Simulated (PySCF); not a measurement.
H2ISi, SMILES [SiH2]I, doublet (PBE0/def2-SVP optimised geometry):

```
4

Si    -0.484    -0.700     0.000
I     -1.284    -1.855     1.997
H     -1.012     0.700     0.000
H      1.012    -0.700     0.000
```

Level of theory: unrestricted PBE0/def2-TZVP, def2 effective core potentials past Kr (PySCF 2.14.0).

**Question.** What are the frontier orbital energies (α orbitals alone; a β orbital can be the lowest empty one) and the dipole moment?

**Answer.** HOMO-2 -8.47 eV, HOMO-1 -7.86 eV, HOMO -6.44 eV, LUMO -0.93 eV, LUMO+1 0.72 eV; dipole moment 0.89 D.

On the same geometry unrestricted PBE/def2-TZVP, def2 effective core potentials past Kr (PySCF) gives HOMO-2 -7.30 eV, HOMO-1 -6.75 eV, HOMO -5.34 eV, LUMO -1.75 eV, LUMO+1 -0.08 eV; dipole moment 0.69 D.
